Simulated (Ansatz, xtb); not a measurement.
**Isomers of AlClFH4NSi in order of energy**

6 gas-phase structures of AlClFH4NSi, found in a search over its isomers (lower ones may exist). Each was relaxed with GFN2-xTB; where two conformers were screened, the lower at r2SCAN-D4/def2-SVP is listed:

A. a singlet given by its coordinates
B. `[F][Al]([Cl])[NH][SiH3]`, a singlet
C. `F[SiH2][NH][AlH][Cl]`, a singlet
D. `N[SiH2][Al]([F])[Cl]`, a singlet
E. `[F][Al@-]1([Cl])[NH2+][SiH2]1`, a singlet
F. `[F][AlH][NH][SiH2]Cl`, a singlet

A (Å):

```xyz
9

Al   -2.1652   -1.5644    1.9805
Cl   -3.0621   -0.7913    0.0631
F    -1.6613   -3.1255    1.7834
N    -0.9288   -0.1618    1.7205
Si   -1.5392    0.6708    0.3747
H    -3.1955   -1.2638    3.0530
H    -0.1094    0.1726    2.2017
H    -0.7850    0.6636   -0.8737
H    -2.2759    1.9126    0.5803
```

Close contacts (Å): Al1–Cl2 2.25, Al1–F3 1.65, Al1–N4 1.89, Cl2–Si5 2.13, N4–Si5 1.70, Al1–H6 1.52, N4–H7 1.01, Si5–H8 1.46, Si5–H9 1.46.

Problem. Make a reasoned guess at their ranking by r2SCAN-D4/def2-SVP single-point energy.

Solution. Calculated order at r2SCAN-D4/def2-SVP: B (0.0), C (11.9), E (16.1), F (16.5), A (17.1), D (23.9) kcal/mol. Less than 1 kcal/mol parts E and F; F and A, so the order within those pairs means little.

Energies above the lowest of each column, in kcal/mol; the last columns are at PBE0-D3(BJ)/def2-SVP geometries and were run for some of them only (a dash: not run or not comparable):

| structure | GFN2-xTB | HF/STO-3G | r2SCAN-D4/def2-SVP | PBE0-D3(BJ)/def2-SVP | CCSD(T)/def2-SVP + ΔMP2/def2-TZVPP |
| --- | --- | --- | --- | --- | --- |
| B | 6.9 | 0.0 | 0.0 | 0.0 | 0.0 |
| C | 12.6 | 16.7 | 11.9 | 7.6 | 6.2 |
| E | 25.8 | 23.3 | 16.1 | 13.5 | – |
| F | 14.9 | 28.7 | 16.5 | 12.4 | – |
| A | 0.0 | 30.8 | 17.1 | – | – |
| D | 27.1 | 29.3 | 23.9 | – | – |

CCSD(T)/def2-SVP + ΔMP2/def2-TZVPP puts B lowest of those it was run on; GFN2-xTB picks A. Flexible structures stand in one conformer each, not always the lowest. Frequencies (PBE0-D3(BJ)/def2-SVP) were run for B, C alone. ΔMP2 is the change of the MP2 energy from the smaller to the larger basis.

Over these structures GFN2-xTB departs from r2SCAN-D4/def2-SVP by 6.4 kcal/mol on average once a common shift is removed. A GFN2-xTB relaxation took about 0.35 s and the r2SCAN-D4/def2-SVP energy about 1.8 s on a shared host (Ansatz 0.2.0, xtb 6.7.1).
